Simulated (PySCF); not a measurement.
C3H10GaN, singlet, geometry from GFN2-xTB (such geometries of metal compounds can be far from the true shape); DF-PBE0/def2-SV(P) in PySCF.

PySCF was given this input:
```python
from pyscf import gto, scf, dft

mol = gto.M(
    atom='''
Ga    0.010055   -0.271271    1.376599
H    -1.119664   -1.326529    1.469885
H     0.671386    0.287779    2.665538
N     0.730211    0.359072   -0.162079
C     0.334698    0.180867   -1.554263
C    -0.688812   -0.945131   -1.613382
C    -0.251307    1.471942   -2.131235
H     1.449672    1.074606   -0.083129
H     1.214504   -0.100799   -2.154936
H    -0.975587   -1.161756   -2.639247
H    -0.266396   -1.843485   -1.157303
H    -1.573776   -0.650062   -1.043024
H    -0.564898    1.322147   -3.161430
H    -1.112963    1.776948   -1.537851
H     0.487067    2.270982   -2.105239
''',
    basis='def2-sv(p)',
    charge=0,
    spin=0,
    verbose=4,
    max_memory=1800,
)

mf = dft.RKS(mol)
mf.xc = 'pbe0'
mf = mf.density_fit(auxbasis='def2-universal-jkfit')
mf.kernel()
```

### Question
Write the output that PySCF gives for this input, abridged.

### Answer

```
PySCF version 2.14.0

[INPUT] verbose = 4
[INPUT] num. atoms = 15
[INPUT] num. electrons = 66
[INPUT] charge = 0
[INPUT] spin (= nelec alpha-beta = 2S) = 0
[INPUT] symmetry False subgroup None
[INPUT] Mole.unit = angstrom
[INPUT] Symbol           X                Y                Z      unit          X                Y                Z       unit  Magmom
[INPUT]  1 Ga     0.010055000000  -0.271271000000   1.376599000000 AA    0.019001196183  -0.512627895537   2.601395093350 Bohr   0.0
[INPUT]  2 H     -1.119664000000  -1.326529000000   1.469885000000 AA   -2.115858311535  -2.506776506293   2.777680084606 Bohr   0.0
[INPUT]  3 H      0.671386000000   0.287779000000   2.665538000000 AA    1.268735663867   0.543823494401   5.037136794621 Bohr   0.0
[INPUT]  4 N      0.730211000000   0.359072000000  -0.162079000000 AA    1.379898803145   0.678547739000  -0.306284920543 Bohr   0.0
[INPUT]  5 C      0.334698000000   0.180867000000  -1.554263000000 AA    0.632487554440   0.341789094972  -2.937131395545 Bohr   0.0
[INPUT]  6 C     -0.688812000000  -0.945131000000  -1.613382000000 AA   -1.301666031314  -1.786038741836  -3.048850114303 Bohr   0.0
[INPUT]  7 C     -0.251307000000   1.471942000000  -2.131235000000 AA   -0.474901403186   2.781567251245  -4.027450457087 Bohr   0.0
[INPUT]  8 H      1.449672000000   1.074606000000  -0.083129000000 AA    2.739483050450   2.030711031814  -0.157091043009 Bohr   0.0
[INPUT]  9 H      1.214504000000  -0.100799000000  -2.154936000000 AA    2.295079937189  -0.190482503630  -4.072238855966 Bohr   0.0
[INPUT] 10 H     -0.975587000000  -1.161756000000  -2.639247000000 AA   -1.843592240686  -2.195400663570  -4.987454005080 Bohr   0.0
[INPUT] 11 H     -0.266396000000  -1.843485000000  -1.157303000000 AA   -0.503415480680  -3.483681764744  -2.186985713138 Bohr   0.0
[INPUT] 12 H     -1.573776000000  -0.650062000000  -1.043024000000 AA   -2.974005621414  -1.228439143987  -1.971029701348 Bohr   0.0
[INPUT] 13 H     -0.564898000000   1.322147000000  -3.161430000000 AA   -1.067502508315   2.498495726415  -5.974236861984 Bohr   0.0
[INPUT] 14 H     -1.112963000000   1.776948000000  -1.537851000000 AA   -2.103195256774   3.357945057594  -2.906117210389 Bohr   0.0
[INPUT] 15 H      0.487067000000   2.270982000000  -2.105239000000 AA    0.920423234314   4.291534013817  -3.978325136753 Bohr   0.0

nuclear repulsion = 347.919567847334
number of shells = 56
number of NR pGTOs = 210
number of NR cGTOs = 108
basis = def2-sv(p)
ecp = {}

******** <class 'pyscf.df.df_jk.DFRKS'> ********
method = DFRKS
initial guess = minao
damping factor = 0
level_shift factor = 0
DIIS = <class 'pyscf.scf.diis.CDIIS'>
diis_start_cycle = 1
diis_space = 8
diis_damp = 0
SCF conv_tol = 1e-09
SCF conv_tol_grad = None
SCF max_cycles = 50
direct_scf = False
XC library pyscf.dft.libxc version 7.1.2
    S. Lehtola, C. Steigemann, M. J. T. Oliveira, and M. A. L. Marques,  SoftwareX 7, 1–5 (2018)
XC functionals = pbe0
    C. Adamo and V. Barone,  J. Chem. Phys. 110, 6158 (1999)
    M. Ernzerhof and G. E. Scuseria,  J. Chem. Phys. 110, 5029 (1999)
radial grids:
    Treutler-Ahlrichs [JCP 102, 346 (1995); DOI:10.1063/1.469408] (M4) radial grids

becke partition: Becke, JCP 88, 2547 (1988); DOI:10.1063/1.454033
pruning grids: <function nwchem_prune>
grids dens level: 3
symmetrized grids: False
atomic radii adjust function: <function treutler_atomic_radii_adjust>
small_rho_cutoff = 0
Set gradient conv threshold to 3.16228e-05
Initial guess from minao.
tot grids = 175240
******** <class 'pyscf.df.df.DF'> ********
auxbasis = def2-universal-jkfit
init E= -2098.7863080877
  HOMO = -0.29031951957339  LUMO = -0.0618735850412859  gap/eV = 6.21633
cycle= 1 E= -2099.00963241987  delta_E= -0.223  |g|= 0.609  |ddm|= 3.63
  HOMO = -0.169025374150724  LUMO = -0.0102221683079478  gap/eV = 4.32126
cycle= 2 E= -2098.89786713383  delta_E= 0.112  |g|= 0.937  |ddm|= 1.23
  HOMO = -0.26652055798694  LUMO = -0.0228378655114732  gap/eV = 6.63094
cycle= 3 E= -2099.07449481521  delta_E= -0.177  |g|= 0.163  |ddm|= 0.86
  HOMO = -0.245471942887365  LUMO = -0.020266191742583  gap/eV = 6.12816
cycle= 4 E= -2099.08079520176  delta_E= -0.0063  |g|= 0.0267  |ddm|= 0.162
  HOMO = -0.248045669312998  LUMO = -0.022475130550776  gap/eV = 6.13809
cycle= 5 E= -2099.08092035379  delta_E= -0.000125  |g|= 0.00705  |ddm|= 0.0316
  HOMO = -0.248057405271318  LUMO = -0.0218196991823736  gap/eV = 6.15624
cycle= 6 E= -2099.08092986596  delta_E= -9.51e-06  |g|= 0.00248  |ddm|= 0.00917
  HOMO = -0.248208274014726  LUMO = -0.0217416348246524  gap/eV = 6.16247
cycle= 7 E= -2099.08093124568  delta_E= -1.38e-06  |g|= 0.000222  |ddm|= 0.00217
  HOMO = -0.248220384251702  LUMO = -0.0217516558289406  gap/eV = 6.16253
cycle= 8 E= -2099.08093125822  delta_E= -1.25e-08  |g|= 4.94e-05  |ddm|= 0.000375
  HOMO = -0.248214607800717  LUMO = -0.0217510314117422  gap/eV = 6.16239
cycle= 9 E= -2099.08093125896  delta_E= -7.33e-10  |g|= 1.47e-05  |ddm|= 8.58e-05
  HOMO = -0.248212005301293  LUMO = -0.0217517601405537  gap/eV = 6.16230
Extra cycle  E= -2099.08093125891  delta_E= 4.59e-11  |g|= 2.07e-05  |ddm|= 3.4e-05
converged SCF energy = -2099.08093125891
```
